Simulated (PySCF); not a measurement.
**Two-dimensional NMR puzzle**

Compound of formula C5H5F3. Correlations simulated from computed shifts and the bond graph:

HSQC (one-bond C–H):
| δH | δC |
| --- | --- |
| 6.21 | 114.8 |
| 6.04 | 114.8 |
| 1.98 | 20.8 |
| 1.60 | 9.6 |
| 1.49 | 9.6 |

COSY cross peaks (H two or three bonds apart, from the bond graph; peaks can be absent where the dihedral angle is near 90°):
| δH | δH |
| --- | --- |
| 6.21 | 6.04 |
| 1.98 | 1.60 |
| 1.98 | 1.49 |
| 1.60 | 1.49 |

HMBC (two and three bonds, from the bond graph):
| δH | δC |
| --- | --- |
| 6.21 | 134.2, 20.8, 9.6 |
| 6.04 | 134.2, 20.8, 9.6 |
| 1.98 | 135.1, 134.2, 114.8, 9.6 |
| 1.60 | 135.1, 134.2, 114.8, 20.8 |
| 1.49 | 135.1, 134.2, 114.8, 20.8 |

Carbons without hydrogens: δ 135.1, 134.2.

Single conformer, no relativistic terms, no solvent, one averaged value for each set of equivalent atoms. PBE0/pcSseg-1 with gauge-including orbitals; GFN2-xTB geometry; PySCF 2.14.0 with density-fitted response routines.

Scale: TMS for 1H (σ = 31.72 ppm) and 13C (σ = 186.93 ppm) (reference shieldings calculated alike).

Exchangeable hydrogens are left out of these lists.

**Question.** Assemble the structure.

**Answer.** SMILES C1(=C)C[C@H]1C(F)(F)F.

Numbering as in the mapped SMILES `[CH2:1]=[C:2]1[CH2:3][C@H:4]1[C:5]([F:6])([F:7])[F:8]`; H(Xn) means a hydrogen on atom n. Ha(C1) is cis to C3; Ha(C3) is cis to C5 on the ring; Hb(C1) is trans to C3; Hb(C3) is trans to C5 on the ring.

1. δC 135.1 is C5, a CF3 carbon.
2. δC 134.2 is C2, a fully substituted alkene carbon.
3. δC 114.8 is C1, a terminal =CH2 carbon (δH 6.21, 6.04).
4. δC 20.8 is C4, a three-membered-ring carbon (δH 1.98).
5. δC 9.6 is C3, a three-membered-ring carbon (δH 1.60, 1.49).
6. HMBC from δH 6.21 reaches the proton-free carbon C2.
7. HMBC from δH 6.04 reaches the proton-free carbon C2.
8. HMBC from δH 1.98 reaches the proton-free carbons C5, C2.
9. HMBC from δH 1.60 reaches the proton-free carbons C5, C2.
10. COSY links 6.21–6.04, 1.98–1.60, 1.98–1.49, 1.60–1.49.

The data come from this structure; uniqueness wasn't tested.

Shifts are as computed. Against solution values, carbons near 30 ppm lie about +3 ppm off and those near 130 ppm about +5 ppm. Of 1211 compounds with measured shifts, 218 miss one by over three times the rms of a fit or turn the order of signals round; such compounds aren't used in these exercises.
